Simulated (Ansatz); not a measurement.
Si₁₈NH₂₈⁺, a doped nanocrystal cut from the lattice of silicon (N on a surface site), relaxed as a singlet with RKS PBE-D4/def2-SVP in Ansatz, starting from the GFN2-xTB geometry. Force threshold 0.03 eV/Å.

Single mean-field runs in def2-SVP are fitted with def2-universal-jkfit. Another isomer (singlet) lies 0.14 eV lower at PBE0-D4/def2-TZVP; other spin states weren't run for this one.

Start:

Cartesian coordinates in Å:
```
N -1.777 -1.672 -0.354
Si -0.518 2.665 -3.142
Si 3.181 2.035 -1.845
Si -3.602 1.379 -1.099
Si 0.153 1.132 0.404
Si -3.018 -0.033 2.642
Si 0.615 -0.071 4.105
Si 0.710 -1.032 -2.477
Si 1.239 -2.312 0.910
Si 3.745 0.669 1.783
Si -2.787 2.117 -3.168
Si 0.929 1.276 -1.869
Si 4.668 1.074 -0.323
Si -1.445 -1.817 -2.130
Si -2.109 0.441 0.496
Si 1.520 -0.152 1.911
Si -1.609 -0.731 4.378
Si -0.998 -2.895 0.732
Si 2.131 -2.462 -1.262
H 0.018 2.758 -4.508
H -0.361 4.018 -2.583
H 3.074 3.476 -1.569
H 3.677 1.966 -3.226
H -4.082 2.534 -0.316
H -4.778 0.498 -1.219
H -0.008 2.506 0.948
H -3.572 1.298 2.959
H -4.202 -0.896 2.471
H -2.768 -1.844 -0.261
H 0.753 1.328 4.541
H 1.503 -0.832 4.997
H 0.899 -1.156 -3.936
H 1.799 -3.329 1.821
H 3.711 1.929 2.543
H 4.585 -0.221 2.597
H -3.631 3.221 -3.647
H -2.994 1.040 -4.150
H 5.892 1.878 -0.211
H 5.132 -0.207 -0.878
H -2.575 -1.049 -2.671
H -1.757 -3.217 -2.443
H -1.652 -2.202 4.438
H -2.177 -0.292 5.659
H -1.858 -2.782 1.918
H -1.353 -4.188 0.134
H 3.527 -2.009 -1.310
H 2.172 -3.836 -1.788
```

(1) Estimate the energy that the relaxation releases and the steps that it takes.

(2) Does the start keep its bonding and symmetry?

(3) Predict the relaxed structure.

Answers

(1) 125.5 kJ/mol, in 9 steps; 25 s on 4 threads of AMD EPYC 7R13 on a shared host and a share (37 GiB) of an NVIDIA H100 80GB HBM3. The force fell under the threshold at step 7, but the optimiser went on. No frequencies were taken in this run, so the end may be a saddle point.

(2) By distances, no bond broke or formed. The bond that changes most is N1–Si15, from 2.30 to 1.93 Å (atoms count from 1). Point group Cs at the start, Cs at the end, both within 0.05 Å.

(3) 
Cartesian coordinates in Å:
```
N -1.898 -1.653 -0.327
Si -0.464 2.743 -2.995
Si 3.124 2.099 -1.788
Si -3.533 1.320 -1.028
Si 0.090 1.148 0.419
Si -2.977 -0.024 2.534
Si 0.634 0.088 4.037
Si 0.754 -0.952 -2.504
Si 1.298 -2.263 0.969
Si 3.683 0.747 1.799
Si -2.709 2.036 -3.124
Si 0.915 1.273 -1.773
Si 4.578 0.899 -0.375
Si -1.428 -1.765 -2.159
Si -2.034 0.140 0.370
Si 1.480 -0.092 1.845
Si -1.554 -0.756 4.273
Si -0.968 -2.875 0.782
Si 2.042 -2.489 -1.259
H 0.095 2.910 -4.384
H -0.400 4.061 -2.269
H 3.019 3.523 -1.304
H 3.614 2.097 -3.212
H -3.849 2.526 -0.181
H -4.782 0.483 -1.168
H -0.197 2.520 0.982
H -3.384 1.404 2.794
H -4.220 -0.874 2.427
H -2.880 -1.990 -0.301
H 0.635 1.561 4.355
H 1.559 -0.627 4.987
H 0.962 -1.119 -3.988
H 1.877 -3.329 1.866
H 3.596 2.126 2.401
H 4.535 -0.125 2.684
H -3.577 3.176 -3.585
H -2.825 0.906 -4.112
H 5.902 1.617 -0.312
H 4.799 -0.482 -0.931
H -2.550 -1.030 -2.829
H -1.556 -3.236 -2.444
H -1.515 -2.261 4.278
H -2.147 -0.280 5.572
H -1.789 -2.866 2.037
H -1.163 -4.184 0.069
H 3.518 -2.250 -1.399
H 1.692 -3.880 -1.729
```
Bond lengths: 21 × Si–Si 2.35 to 2.37 Å; 3 × N–Si 1.89 to 1.93 Å; 27 × H–Si 1.50 to 1.51 Å; 1 × H–N 1.04 Å.
